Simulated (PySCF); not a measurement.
Gas-phase reaction: 3 TiCl4 + 2 O3 = 3 TiO2 + 6 Cl2, at 2000 K and a standard pressure of 1 bar. Level: PBE/def2-TZVP†.

Computed with PySCF and rigid-rotor harmonic-oscillator thermochemistry at 1 bar. † marks an energy on the PBE0/def2-TZVP geometry and frequencies. All species are closed-shell singlets. The harmonic model lacks anharmonicity and excited electronic states, which grow with temperature; levels with a mode under 35 cm⁻¹ are left out. Strong static correlation: O3. Soft modes under 120 cm⁻¹ make the harmonic entropy rough for TiCl4.

```tsv
species	E (Ha)	H(2000 K) − E (kJ/mol)	S°(2000 K) (J/mol/K)
TiCl4	-2689.64910	216.9	551.8
O3	-225.32137	119.3	330.9
TiO2	-999.67615	118.0	357.6
Cl2	-920.02099	75.1	291.8
```
E: electronic energy; H − E holds the zero-point and thermal terms. 1 Ha = 2625.5 kJ/mol.

Q: Work out ΔH°, ΔS°, ΔG° and log10 K from these numbers.

A: 1. ΔE = 3×(-999.67615) + 6×(-920.02099) − 3×(-2689.64910) − 2×(-225.32137) = 0.43565 Ha = 1143.8 kJ.
2. Δ(H − E) = 3×(118.0) + 6×(75.1) − 3×(216.9) − 2×(119.3) = -84.7 kJ, so ΔH° = 1059.1 kJ.
3. ΔS° = 3×(357.6) + 6×(291.8) − 3×(551.8) − 2×(330.9) = 506.4 J/K; the number of gas molecules changes by +4.
4. ΔG° = ΔH° − TΔS° = 1059.1 − 2000×(506.4)/1000 = 46.3 kJ.
5. log10 K = −ΔG°/(RT ln 10) = -1.21, with RT ln 10 = 38.29 kJ/mol; at standard pressures the reactants are favoured.
6. A shift of 10 kJ in ΔE would move log10 K by 0.26 here.
7. With ΔH° and ΔS° held fixed, ΔG° changes sign near ΔH°/ΔS° = 2090 K.
8. Lowering the total pressure from 1 bar to 0.01 bar multiplies the mole-fraction quotient K_x = K (p/p°)^(−Δn) by 10^8, which pushes the balance towards the products.
For scale, ΔH°(298 K) is 1124 kJ at this level, 1081 kJ at ωB97M-V/def2-TZVP†, and runs from 1010 to 1535 kJ over the 19 levels computed; the NASA 1993 table gives 1090 kJ (entries not checked at source). After a fit of one offset per element over all species, the range-separated, M06-2X, PBE0/def2-QZVP and CCSD(T)/def2-TZVPP enthalpies, where run, lie to one side of the table for O3 (+19 kJ/mol): a fault of the table's entry, another state or a shared error of the levels is possible; this was not checked at source.
